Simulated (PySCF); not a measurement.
Ionisation energy of Sc by level of theory

Sc [Ar] 3d1 4s2 (2D) → Sc+ [Ar] 3d1 4s1 (3D), as a difference of total energies. Calculation: PySCF 2.14, in pcseg-2; no relativity, point nucleus. Correlated levels: valence: [Ar] frozen. The calculations carry no spin-orbit coupling.

| method | ionisation energy (eV) | difference from reference (eV) |
| --- | --- | --- |
| UHF | 5.365 | -1.197 |
| MN15 | 6.709 | +0.147 |
| LDA | 6.653 | +0.091 |
| MP2 (valence) | 5.993 | -0.569 |
| SCS-MP2 (valence) | 6.125 | -0.437 |

Reference: 6.562 eV (measured; NIST levels, between the centres of gravity of the two terms).

These non-relativistic numbers lack the scalar-relativistic shift.

Errors of the correlated levels include the incompleteness of this basis and the frozen core.

MP2 underrates the near-degeneracy of ns² with np² in the lower species.
